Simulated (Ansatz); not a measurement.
System: CH5AlO2, charge 0, multiplicity 1. SMILES: [CH3][Al]([OH])[OH]
Structure (B3LYP-D3(BJ)/def2-TZVP (Ansatz, a first-principles code) minimum search):
```
Al
O 1 1.7016
H 2 0.9570 1 126.19
O 1 1.7018 2 122.47 3 -0.15
H 4 0.9571 1 125.94 2 0.15
C 1 1.9373 2 118.51 3 179.79
H 6 1.0908 1 111.67 2 176.75
H 6 1.0926 7 108.28 1 122.50
H 6 1.0929 7 108.08 8 115.29
```

Wanted: vertical triplet-singlet gap (E(triplet) - E(singlet); each state is the SCF solution reached for its spin; for the triplet the Hartree-Fock reference is unstable and T1 is 0.025), in kcal/mol. Correlated levels leave the core frozen unless marked. Open shells are spin-unrestricted. No spin-orbit coupling. Non-relativistic. 

| level | program | vertical triplet-singlet gap (kcal/mol) |
|---|---|---|
| HF/aug-cc-pV(Q+d)Z | Ansatz | 147.9 |
| RI-HF/aug-cc-pV(T+d)Z | Ansatz | 139.2 |
| SVWN5/def2-TZVPD | Ansatz | 138.5 |
| PBE/def2-TZVPD | Ansatz | 136.3 |
| r2SCAN/def2-TZVPD | Ansatz | 144.9 |
| B3LYP/def2-TZVPD | Ansatz | 148.9 |
| PBE0/def2-TZVPD | Ansatz | 152.2 |
| BHLYP/def2-TZVPD | Ansatz | 158.4 |
| CAM-B3LYP/def2-TZVPD | Ansatz | 159.0 |
| wB97M-V/def2-TZVPD | Ansatz | 162.8 |
| wB97X-V/def2-TZVPD | Ansatz | 165.0 |
| B2PLYP/def2-TZVPD | Ansatz | 164.8 |
| RI-MP2/aug-cc-pV(T+d)Z | Ansatz | 174.3 |
| RI-MP2/aug-cc-pV(Q+d)Z | Ansatz | 175.6 |
| CCSD/aug-cc-pV(D+d)Z | Ansatz | 160.5 |
| CCSD(T)/aug-cc-pV(D+d)Z | Ansatz | 159.8 |
